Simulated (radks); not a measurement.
The numbers below are computed, except where a source is named.
Q: These are the eigenvalues of the occupied orbitals of an atom or ion with whole-number occupations (hartree). Code: a radial shooting solver on a logarithmic mesh with Libxc functionals. Model: scalar-relativistic Kohn-Sham, r2SCAN, spin-unpolarised, spherical densities, finite nucleus; meta-GGA in the generalised Kohn-Sham scheme; Fermi nuclear charge, rms radius of each element as measured or else 0.836 A^(1/3) + 0.57 fm.

| orbital | eigenvalue |
|---|---|
| 1s | -237.4511 |
| 2s | -27.96582 |
| 2p | -23.68387 |
| 3s | -3.57212 |
| 3p | -2.37555 |
| 3d | -0.54744 |
| 4s | -0.43334 |

Which element is it, and in what charge state? The configuration may be excited.

A: Z = 25, manganese, charge +1: Mn+ in [Ar] 3d5 4s1. The list shows which subshells hold electrons but not how many an open one holds; the 1s level, -237.45 hartree, gives Z - s = 21.8 by -(Z - s)^2/2, which with screening and relativity narrows Z to a few neighbours, and the depths of the outer levels then fix element, charge and occupations together.
